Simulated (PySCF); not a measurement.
PySCF 2.14 output of an unrestricted B3LYP calculation on a single atom or ion in cc-pVDZ-X2C, with the spin-free X2C one-electron Hamiltonian (Gaussian nucleus):

```
SCF conv_tol = 1e-09
number electrons alpha = 33  beta = 28
    P. J. Stephens, F. J. Devlin, C. F. Chabalowski, and M. J. Frisch.,  J. Phys. Chem. 98, 11623 (1994)
cycle= 1 E= -10019.880171508  delta_E= -0.0143  |g|= 0.0534  |ddm|= 0.885
cycle= 2 E= -10019.8827550997  delta_E= -0.00258  |g|= 0.0399  |ddm|= 0.31
cycle= 3 E= -10019.8843168038  delta_E= -0.00156  |g|= 0.0109  |ddm|= 0.17
cycle= 4 E= -10019.8861441843  delta_E= -0.00183  |g|= 0.0108  |ddm|= 0.273
cycle= 5 E= -10019.8871100655  delta_E= -0.000966  |g|= 0.00821  |ddm|= 0.212
cycle= 6 E= -10019.8876405093  delta_E= -0.00053  |g|= 0.00276  |ddm|= 0.295
cycle= 7 E= -10019.8877592577  delta_E= -0.000119  |g|= 0.00107  |ddm|= 0.123
cycle= 8 E= -10019.8877690822  delta_E= -9.82e-06  |g|= 0.000672  |ddm|= 0.0357
cycle= 9 E= -10019.8877749781  delta_E= -5.9e-06  |g|= 0.000428  |ddm|= 0.0302
cycle= 10 E= -10019.8877776188  delta_E= -2.64e-06  |g|= 2.87e-05  |ddm|= 0.0234
cycle= 11 E= -10019.8877776221  delta_E= -3.31e-09  |g|= 4.13e-06  |ddm|= 0.00075
cycle= 12 E= -10019.8877776222  delta_E= -8.55e-11  |g|= 1.81e-06  |ddm|= 9.8e-05
converged SCF energy = -10019.8877776222  <S^2> = 9.4013588  2S+1 = 6.2133272
```

The run itself started from symmetry-adapted Hartree-Fock orbitals and held the occupation by maximum overlap, on a logarithmic radial grid, so the iterations belong to that start.

**Question.** Which element, charge and spin multiplicity is this?

**Answer.** Pm (promethium, neutral), multiplicity 6; the state was [Xe] 4f4 6s2 6p1, one real determinant (an excited configuration).

⟨L²⟩ = 38.48 against 56 for a pure K term, so this real determinant mixes terms. Spin-orbit coupling, absent here, splits the open shell strongly. ⟨S²⟩ = 9.40 against 8.75 shows spin contamination. The s, p, d and f populations moved away from the nominal configuration during the SCF.
